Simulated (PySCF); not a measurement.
Static response to an electric field

Compound: C6H7N3.
Cartesian coordinates in Å at the GFN2-xTB level; atoms count from 1:
```
atom  x, y, z in Å
C1     3.2043   -0.2924    1.4105
C2     2.6228   -0.1065    0.3816
C3     1.8511    0.1046   -0.8292
N4     0.4585    0.3133   -0.5234
C5    -0.3665   -0.4658    0.2129
C6    -1.5755    0.2005    0.1918
C7    -2.8708   -0.1492    0.8280
N8    -1.4043    1.3190   -0.5455
N9    -0.1966    1.3784   -0.9627
H10    3.7427   -0.4481    2.2972
H11    2.1977    1.0015   -1.3518
H12    1.9631   -0.7643   -1.4910
H13   -0.0443   -1.3764    0.6715
H14   -2.7678   -0.1702    1.9123
H15   -3.2086   -1.1304    0.4979
H16   -3.6134    0.5949    0.5559
```

Level: CAM-B3LYP/def2-SVPD (PySCF), static field, nuclei fixed, core orbitals frozen in the response. The polarisability tensor in these axes (au):

```
x   107.28  -5.22   1.96
y    -5.22  72.56 -10.31
z     1.96 -10.31  78.51
```

**Question.** Give the principal values, the mean and the anisotropy Δα = √{½[(α1 − α2)² + (α2 − α3)² + (α1 − α3)²]}.

**Answer.** Principal values 64.59, 85.28 and 108.48 au; mean 86.12 au = 12.76 Å³ = 14.20 × 10⁻⁴⁰ C²·m²/J; Δα = 38.03 au (44 % of the mean).

**Question.** What is the dipole moment, and where does it point?

**Answer.** (2.09, -3.50, 1.41) D, 4.31 D in size, pointing from the negative to the positive side. Measured along this direction, the outermost atoms are H16 at the negative end and H10 at the positive end.

**Question.** What are the principal values of the traceless quadrupole moment, Θ = ½Σq(3rr − r²1), about the centre of nuclear charge?

**Answer.** -9.54, 2.31, 7.23 D·Å. The values depend on the origin, since the dipole doesn't vanish. The electronic extent ⟨r²⟩ about the same centre is 1307 bohr², a root-mean-square distance of 2.39 Å for the 64 electrons.

**Question.** How large is μ²/3kT at 350 K beside α?

**Answer.** In Gaussian units μ²/3kT = 128.18 Å³ against 12.76 Å³, a ratio of 10.04; the Debye molar polarisation (4π/3)N_A(α + μ²/3kT) is 355.5 cm³/mol, leaving out the vibrational part.

**Question.** Find the Langevin capture rate constant for NO+ (29.998 u) meeting this molecule (121.064 u), k = 2.342 × 10⁻⁹ cm³/s × √(α in Å³ / reduced mass in u).

**Answer.** The reduced mass is 24.04 u, so k = 1.71 × 10⁻⁹ cm³/s. The formula leaves out the permanent dipole, which adds to the capture rate.

One conformer (not necessarily the lowest) at the GFN2-xTB geometry, without solvent, vibrations or thermal averaging.
